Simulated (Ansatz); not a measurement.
C3H9N, charge -1, doublet, at the geometry of the source list (a state made from the parent by changing its charge; the spin is typed, not shown lowest) (a gas-phase anion, which may not be bound at this level); CCSD(T)/STO-3G run with Ansatz (an electronic-structure program).

Ansatz was given this input:
Ansatz 0.2 input:
```yaml
crystal:
  periodic: [false, false, false]
  atoms:
    - {symbol: C, position_ang: [-1.84920000, -0.01180000, 0.24420000]}
    - {symbol: C, position_ang: [-0.45170000, -0.44620000, -0.17220000]}
    - {symbol: N, position_ang: [0.50820000, 0.61060000, 0.09070000]}
    - {symbol: C, position_ang: [1.86330000, 0.24610000, -0.26290000]}
    - {symbol: H, position_ang: [-2.12030000, 0.90360000, -0.27380000]}
    - {symbol: H, position_ang: [-2.57180000, -0.78570000, -0.00010000]}
    - {symbol: H, position_ang: [-1.88760000, 0.17370000, 1.31550000]}
    - {symbol: H, position_ang: [-0.18660000, -1.38970000, 0.34160000]}
    - {symbol: H, position_ang: [-0.43000000, -0.64000000, -1.24940000]}
    - {symbol: H, position_ang: [0.46920000, 0.85900000, 1.07650000]}
    - {symbol: H, position_ang: [2.52560000, 1.07800000, -0.03140000]}
    - {symbol: H, position_ang: [1.90260000, 0.05650000, -1.33590000]}
    - {symbol: H, position_ang: [2.22840000, -0.65400000, 0.25730000]}
basis:
  gaussian:
    orbitals: STO-3G
total_charge: -1
magnetization: {spin_polarized: true, initial_magnetization: 1}
correlation: {method: ccsd_t, electrons: outside_noble_gas}
accuracy: high
```

It wrote (shortened):

```
Functional definition: HF
595 factors; integrals over basis functions are off by at most 4.2e-9 eV
mean field evaluation 1: about -4640.4240 eV, gradient 1.4e1 eV
mean field evaluation 2: about -4640.8085 eV, gradient 1.3e1 eV
mean field evaluation 4: about -4642.3646 eV, gradient 2.0e0 eV
mean field evaluation 8: about -4642.8017 eV, gradient 1.1e0 eV
mean field evaluation 16: about -4643.3286 eV, gradient 1.9e-8 eV
mean field evaluation 32: about -4642.2026 eV, gradient 1.0e0 eV
mean field evaluation 64: about -4642.1940 eV, gradient 1.6e-2 eV
mean field evaluation 96: about -4642.1062 eV, gradient 8.8e-1 eV
mean field evaluation 128: about -4641.1726 eV, gradient 2.7e0 eV
mean field -4643.32859276 eV, -170.6391784229 hartree, gradient 3.2e-8 eV, S^2 0.766690; 6 other end points of the search recorded, 0 dependent functions left out
determinant -4643.32859276 eV, -170.6391784229 hartree, with singles and doubles -4650.67289664 eV, -170.9090766123 hartree
determinant -4642.19406669 eV, -170.5974853586 hartree, with singles and doubles -4649.80713171 eV, -170.8772603380 hartree
4 core orbitals not correlated
reference -4643.32859276 eV, -170.6391784229 hartree; 14, 13 occupied and 11, 12 virtual orbitals, 595 factors
second order -5.48791291 eV of doubles, -0.00000000 eV of singles
cycle   1  -7.34385492 eV  change    4.5e-4 eV  update   1.9e-3
cycle   2  -7.34318297 eV  change    6.7e-4 eV  update   1.5e-3
cycle   3  -7.34295799 eV  change    2.2e-4 eV  update   9.4e-4
cycle   4  -7.34336682 eV  change   -4.1e-4 eV  update   6.4e-4
cycle   5  -7.34413173 eV  change   -7.6e-4 eV  update   3.6e-4
cycle   6  -7.34453402 eV  change   -4.0e-4 eV  update   2.5e-4
cycle   7  -7.34414120 eV  change    3.9e-4 eV  update   1.5e-4
cycle   8  -7.34391295 eV  change    2.3e-4 eV  update   9.3e-5
cycle   9  -7.34391449 eV  change   -1.5e-6 eV  update   7.4e-5
cycle  10  -7.34404846 eV  change   -1.3e-4 eV  update   5.4e-5
cycle  11  -7.34406875 eV  change   -2.0e-5 eV  update   3.0e-5
cycle  12  -7.34403108 eV  change    3.8e-5 eV  update   1.4e-5
cycle  13  -7.34401510 eV  change    1.6e-5 eV  update   7.6e-6
cycle  14  -7.34402456 eV  change   -9.5e-6 eV  update   5.1e-6
cycle  15  -7.34403220 eV  change   -7.6e-6 eV  update   3.1e-6
cycle  16  -7.34402909 eV  change    3.1e-6 eV  update   1.9e-6
cycle  17  -7.34402478 eV  change    4.3e-6 eV  update   1.2e-6
cycle  18  -7.34402439 eV  change    3.9e-7 eV  update   7.5e-7
cycle  19  -7.34402540 eV  change   -1.0e-6 eV  update   4.0e-7
cycle  20  -7.34402583 eV  change   -4.2e-7 eV  update   2.1e-7
cycle  21  -7.34402590 eV  change   -7.2e-8 eV  update   1.3e-7
cycle  22  -7.34402584 eV  change    6.3e-8 eV  update   8.6e-8
cycle  23  -7.34402581 eV  change    2.8e-8 eV  update   5.3e-8
cycle  24  -7.34402578 eV  change    3.2e-8 eV  update   4.6e-8
cycle  25  -7.34402576 eV  change    1.9e-8 eV  update   3.9e-8
cycle  26  -7.34402575 eV  change    5.5e-9 eV  update   3.5e-8
cycle  27  -7.34402557 eV  change    1.8e-7 eV  update   1.2e-7
cycle  28  -7.34402549 eV  change    8.5e-8 eV  update   4.7e-8
cycle  29  -7.34402547 eV  change    1.3e-8 eV  update   2.6e-8
cycle  30  -7.34402547 eV  change  -3.7e-10 eV  update   1.9e-8
cycle  31  -7.34402547 eV  change    2.0e-9 eV  update   1.5e-8
cycle  32  -7.34402546 eV  change    8.0e-9 eV  update   1.1e-8
cycle  33  -7.34402546 eV  change    1.7e-9 eV  update   8.7e-9
cycle  34  -7.34402546 eV  change  -4.1e-10 eV  update   6.1e-9
cycle  35  -7.34402546 eV  change   -1.9e-9 eV  update   3.2e-9
perturbative correction -0.08974399 eV, -0.0032980308 hartree
Total energy: -4650.76236222 eV, -170.9123644115 hartree
```
